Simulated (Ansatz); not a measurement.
One change: `C[S][GeH]` becomes `C[S][Ag]`.

Ansatz, PBE0-D4/def2-TZVP geometries, multiplicity 1. 

Elements past krypton have def2 core potentials. Scalar relativity is left out up to krypton.

```json
{"property": "HOMO–LUMO gap (ωB97M-V/def2-TZVPP) / eV", "`C[S][GeH]`": "8.45"}
{"property": "size of the dipole moment (PBE/def2-TZVPP) / D", "`C[S][GeH]`": "1.54"}
{"property": "HOMO energy (B3LYP/def2-TZVPP) / eV", "`C[S][GeH]`": "-6.60"}
{"property": "size of the dipole moment (B3LYP/def2-TZVPP) / D", "`C[S][GeH]`": "1.54"}
{"property": "HOMO–LUMO gap (B3LYP/def2-TZVPP) / eV", "`C[S][GeH]`": "4.08"}
{"property": "HOMO–LUMO gap (PBE/def2-TZVPP) / eV", "`C[S][GeH]`": "2.67"}
```

Problem. What does the change do to each property? (Best estimate.)

Solution. The calculation gave: 
| property | `C[S][Ag]` | shift |
| --- | --- | --- |
| HOMO–LUMO gap (ωB97M-V/def2-TZVPP) / eV | 6.85 | -1.60 |
| size of the dipole moment (PBE/def2-TZVPP) / D | 2.95 | 1.41 |
| HOMO energy (B3LYP/def2-TZVPP) / eV | -5.71 | 0.89 |
| size of the dipole moment (B3LYP/def2-TZVPP) / D | 3.38 | 1.84 |
| HOMO–LUMO gap (B3LYP/def2-TZVPP) / eV | 2.80 | -1.28 |
| HOMO–LUMO gap (PBE/def2-TZVPP) / eV | 1.47 | -1.20 |

With PBE0 the HOMO rises by 0.93 eV and the LUMO falls by 0.25 eV, so the gap narrows by about 1.18 eV. PBE moves the HOMO by 0.90 eV and ωB97M-V by 0.96 eV. The zero-point energy changes by -19.0 kJ/mol with -3 modes. Dipoles are sizes alone; their direction can turn.

B3LYP here is the variant with VWN-RPA as its local correlation; programs differ in this.
